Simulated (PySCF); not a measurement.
SMILES C#CC[SiH2]c1ccco1, GFN2-xTB optimised geometry.

```
17

C     -2.09    -3.69    -0.02
C     -1.32    -2.77    -0.02
C     -0.41    -1.66    -0.03
Si    -1.34     0.01     0.00
C     -0.03     1.36     0.00
C      1.34     1.36     0.00
C      1.75     2.71     0.00
C      0.61     3.44     0.00
O     -0.47     2.64     0.00
H     -2.76    -4.50    -0.01
H      0.25    -1.74     0.84
H      0.22    -1.72    -0.92
H     -2.19     0.15    -1.19
H     -2.15     0.12     1.22
H      1.98     0.49     0.00
H      2.76     3.08     0.00
H      0.43     4.50     0.00
```

Density from PySCF with CAM-B3LYP/def2-SVP at that geometry.

Minimum of the electron density along straight lines between bonded atoms, close to the bond critical point (lines longer than 1.1 times the sum of covalent radii, or with two minima, are not listed):

```json
[
 {"bond": "C1–C2", "length / Å": "1.197", "ρ at the minimum / e bohr⁻³": "0.401", "∇²ρ there / e bohr⁻⁵": "-1.05", "position (fraction from the first atom)": "0.47"},
 {"bond": "C2–C3", "length / Å": "1.440", "ρ at the minimum / e bohr⁻³": "0.273", "∇²ρ there / e bohr⁻⁵": "-0.67", "position (fraction from the first atom)": "0.53"},
 {"bond": "C3–Si4", "length / Å": "1.912", "ρ at the minimum / e bohr⁻³": "0.109", "∇²ρ there / e bohr⁻⁵": "0.30", "position (fraction from the first atom)": "0.62"},
 {"bond": "Si4–C5", "length / Å": "1.874", "ρ at the minimum / e bohr⁻³": "0.114", "∇²ρ there / e bohr⁻⁵": "(withheld)", "position (fraction from the first atom)": "0.38"},
 {"bond": "C5–C6", "length / Å": "1.371", "ρ at the minimum / e bohr⁻³": "0.323", "∇²ρ there / e bohr⁻⁵": "-0.82", "position (fraction from the first atom)": "0.51"},
 {"bond": "C6–C7", "length / Å": "1.412", "ρ at the minimum / e bohr⁻³": "0.295", "∇²ρ there / e bohr⁻⁵": "-0.72", "position (fraction from the first atom)": "0.50"},
 {"bond": "C7–C8", "length / Å": "1.362", "ρ at the minimum / e bohr⁻³": "0.328", "∇²ρ there / e bohr⁻⁵": "-0.85", "position (fraction from the first atom)": "0.48"},
 {"bond": "C5–O9", "length / Å": "1.356", "ρ at the minimum / e bohr⁻³": "0.279", "∇²ρ there / e bohr⁻⁵": "(withheld)", "position (fraction from the first atom)": "0.33"},
 {"bond": "C8–O9", "length / Å": "1.339", "ρ at the minimum / e bohr⁻³": "0.294", "∇²ρ there / e bohr⁻⁵": "(withheld)", "position (fraction from the first atom)": "0.33"},
 {"bond": "C1–H10", "length / Å": "1.049", "ρ at the minimum / e bohr⁻³": "0.293", "∇²ρ there / e bohr⁻⁵": "-1.23", "position (fraction from the first atom)": "0.66"},
 {"bond": "C3–H11", "length / Å": "1.093", "ρ at the minimum / e bohr⁻³": "0.271", "∇²ρ there / e bohr⁻⁵": "-0.98", "position (fraction from the first atom)": "0.63"},
 {"bond": "C3–H12", "length / Å": "1.093", "ρ at the minimum / e bohr⁻³": "0.271", "∇²ρ there / e bohr⁻⁵": "-0.98", "position (fraction from the first atom)": "0.63"},
 {"bond": "Si4–H13", "length / Å": "1.467", "ρ at the minimum / e bohr⁻³": "0.118", "∇²ρ there / e bohr⁻⁵": "0.32", "position (fraction from the first atom)": "0.49"},
 {"bond": "Si4–H14", "length / Å": "1.468", "ρ at the minimum / e bohr⁻³": "0.118", "∇²ρ there / e bohr⁻⁵": "0.32", "position (fraction from the first atom)": "0.49"},
 {"bond": "C6–H15", "length / Å": "1.071", "ρ at the minimum / e bohr⁻³": "0.286", "∇²ρ there / e bohr⁻⁵": "-1.12", "position (fraction from the first atom)": "0.64"},
 {"bond": "C7–H16", "length / Å": "1.071", "ρ at the minimum / e bohr⁻³": "0.285", "∇²ρ there / e bohr⁻⁵": "-1.12", "position (fraction from the first atom)": "0.64"},
 {"bond": "C8–H17", "length / Å": "1.073", "ρ at the minimum / e bohr⁻³": "0.291", "∇²ρ there / e bohr⁻⁵": "-1.19", "position (fraction from the first atom)": "0.65"}
]
```

Question: What belongs in the gaps?

Answer: 
- Si4–C5, ∇²ρ there / e bohr⁻⁵: 0.37
- C5–O9, ∇²ρ there / e bohr⁻⁵: 0.08
- C8–O9, ∇²ρ there / e bohr⁻⁵: 0.05
